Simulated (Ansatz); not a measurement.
Pulling the pair apart

The pair of HBr (SMILES Br, atoms 1–2) and CH$_{4}$ (SMILES C, atoms 3–7), both closed shells, in one local arrangement (a lower one may exist), relaxed at PBE0-D4/def2-TZVP:

Br1  (-0.146, -0.350, -3.041)
H2  (-0.081, -0.182, -1.630)
C3  (0.045, 0.106, 0.929)
H4  (-0.157, -0.941, 0.698)
H5  (-0.758, 0.734, 0.543)
H6  (0.997, 0.407, 0.491)
H7  (0.099, 0.225, 2.011)
(Å)

CH$_{4}$ is shifted rigidly along the line between the mean atom positions of the two fragments (negative: closer). Counterpoise interaction energies in kJ/mol. Program: Ansatz 0.2.0. Basis: def2-TZVPPD. Cores are frozen in the correlated methods. Filled d shells of the heavier atoms are correlated. The def2 sets are not built for correlating such inner shells, so the correlated values are less sure here. B3LYP uses VWN-RPA correlation.

```json
{"shift (Å)": "-0.40", "B3LYP-D4": "0.7", "HF": "12.4", "r2SCAN-D4": "-1.4"}
{"shift (Å)": "-0.20", "B3LYP-D4": "-2.8", "HF": "5.5", "r2SCAN-D4": "-4.1"}
{"shift (Å)": "0.00", "B3LYP-D4": "-3.7", "HF": "2.0", "r2SCAN-D4": "-4.6"}
{"shift (Å)": "0.20", "B3LYP-D4": "-3.6", "HF": "0.4", "r2SCAN-D4": "-4.2"}
{"shift (Å)": "0.48", "B3LYP-D4": "-2.8", "HF": "-0.4", "r2SCAN-D4": "-3.2"}
{"shift (Å)": "1.00", "B3LYP-D4": "-1.3", "HF": "-0.5", "r2SCAN-D4": "-1.7"}
{"shift (Å)": "2.00", "B3LYP-D4": "-0.2", "HF": "-0.2", "r2SCAN-D4": "-0.5"}
{"shift (Å)": "4.00", "B3LYP-D4": "0.1", "HF": "0.0", "r2SCAN-D4": "-0.1"}
```

At the largest shift the D4 term itself is slightly repulsive (B3LYP-D4 +1.9 meV): a quirk of that model, not of the functional.

What does CCSD(T) give at these shifts? (An estimate is asked for; the value comes from the calculation.)

Computed: 1.3, -2.5, -3.7, -3.7, -3.0, -1.7, -0.6, -0.1 kJ/mol. For zero shift, CCSD(T) at an estimated basis limit (MP2 extrapolated from triple and quadruple zeta, plus CCSD(T) − MP2 in triple zeta) gives -4.6 kJ/mol. These are counterpoise interaction energies, counted from the two frozen fragments.

The T1 diagnostic stays at or below 0.007.

For scale, one of the runs: CCSD(T)/def2-TZVPPD, 179 basis functions (an equivalent command: `ansatz run in.yaml --threads 2`). Hardware: 2 CPU threads, shared host. Wall time 52 s; peak host memory 1.7 GiB.
